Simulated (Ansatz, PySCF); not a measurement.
H2Te2. Atoms are numbered in the order given.

```xyz
4

Te     1.3653    -0.0250    -0.0222
Te    -1.3653     0.0250    -0.0222
H      1.5486     1.1446     1.1521
H     -1.5486    -1.1446     1.1521
```
Charge 0, spin multiplicity 1.

Geometry: B3LYP-D3(BJ)/def2-TZVP. The def2 effective core potentials stand for the cores of Te; spin–orbit coupling is left out.

Vertical ionisation energy (IE) and electron affinity (EA) in eV. Rows of orbital energies are one-electron estimates. Where ΔSCF, EOM or ADC give a negative EA the extra electron is unbound and the value depends on the basis.

```tsv
level	IE	EA
−ε(HOMO), −ε(LUMO), HF/def2-TZVPD (PySCF)	[?]	[?]
−ε(HOMO), −ε(LUMO), PBE/def2-TZVPD (PySCF)	5.65	2.99
ΔSCF, CAM-B3LYP/def2-TZVPD (Ansatz), final states of multiplicity 2 and 2	8.75	0.66
ΔSCF, PBE/def2-TZVPD (Ansatz), final states of multiplicity 2 and 2	8.40	0.71
```

Q: What belongs in the gaps? (The exact figures need the calculation; the answer reports its results.)

A: 
- −ε(HOMO), −ε(LUMO), HF/def2-TZVPD (PySCF), IE: 8.94
- −ε(HOMO), −ε(LUMO), HF/def2-TZVPD (PySCF), EA: -0.38

Q: What vertical singlet–triplet gap does ΔSCF give with CAM-B3LYP/def2-TZVPD (Ansatz, a quantum-chemistry and plane-wave program) and with PBE/def2-TZVPD (Ansatz)? (The exact figures need the calculation; the answer reports its results.)

A: 2.72 and 2.44 eV (triplet above singlet where positive).
